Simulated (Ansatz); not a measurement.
The lowest singlet and triplet of C3H6 (SMILES C[C]C); geometries from B3LYP-D3(BJ)/def2-TZVP, each state relaxed from the structure named, with no frequency check.
Singlet (charge 0, multiplicity 1):
```xyz
9

C      1.224    -0.011     0.105
C     -0.030     0.265    -0.602
C     -1.210    -0.115     0.179
H      1.468    -0.997    -0.337
H      1.177    -0.158     1.197
H      2.052     0.640    -0.178
H     -1.068    -0.818     1.016
H     -2.082    -0.375    -0.422
H     -1.453     0.868     0.628
```

A positive gap puts the triplet lower; no zero-point energy. R- takes a restricted singlet. U- takes an unrestricted singlet (broken symmetry where lower, unprojected). The triplet is unrestricted in single-reference levels. Active spaces average the two states.

Correlated levels freeze the cores.

Run with Ansatz (Gaussian orbitals). Values without a source in brackets are computed.

| level | gap E(singlet) − E(triplet), vertical, at the singlet's geometry (kcal/mol) |
|---|---|
| R-HF/cc-pVDZ | 1.75 |
| U-r2SCAN/def2-TZVPP (spin-contaminated) | -11.71 |
| R-B3LYP/def2-TZVPP | -17.55 |
| U-PBE0/def2-TZVPP (spin-contaminated) | -13.54 |
| U-wB97X-V/def2-TZVPP | -19.21 |
| R-SCS-MP2/cc-pVTZ | -18.90 |
| U-SCS-MP2/cc-pVTZ (spin-contaminated) | -14.78 |
| FIC-NEVPT4(SD) on SA-CASSCF(2,2)/cc-pVDZ | -13.91 |
| FIC-MRCISD+Q on SA-CASSCF(2,2)/cc-pVTZ | … |

Some entries are withheld; supply them.


- FIC-MRCISD+Q on SA-CASSCF(2,2)/cc-pVTZ, gap E(singlet) − E(triplet), vertical, at the singlet's geometry (kcal/mol): -16.32

Doubts at one or more of the structures used: a restricted determinant that unrestricted orbitals would lower (R-HF/cc-pVDZ, R-B3LYP/def2-TZVPP, R-SCS-MP2/cc-pVTZ).

Ansatz is a program for electronic structure.
